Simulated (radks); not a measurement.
The numbers below are computed, except where a source is named.
Ionisation of Co, [Ar] 3d7 4s2, to Co+, [Ar] 3d8, under several functionals. Dirac Kohn-Sham, spin-unpolarised, spherical densities, point nucleus; open shells fill j = l - 1/2 first; a radial shooting solver on a logarithmic mesh with Libxc functionals.

| functional | E(Co) (hartree) | Exc (hartree) | IE (eV) | -e(HOMO) (eV) | <r> HOMO (bohr) | IE error (eV) |
|---|---|---|---|---|---|---|
| exchange-only B88 | -1392.28129 | -58.42308 | 6.265 | 4.803 | 2.940 | -1.616 |
| exchange-only PBE | -1391.99401 | -58.12593 | 6.360 | 4.808 | 2.961 | -1.521 |
| XLYP | -1393.77445 | -59.95031 | 6.759 | 5.435 | 2.899 | -1.122 |
| PBE | -1393.18741 | -59.35637 | 6.561 | 5.467 | 2.894 | -1.320 |

NIST Atomic Spectra Database: 7.881 eV (measured). Closest: XLYP. The Delta-SCF values span 0.49 eV, the total energies 1.78 hartree. The highest occupied level is 4s1/2. Spin polarisation and multiplet splitting are left out, so open shells lie too high by an amount that depends on their filling.

Beside tabulated values, note that spin-unpolarised runs miss the spin-polarisation part of the exchange energy of open shells.
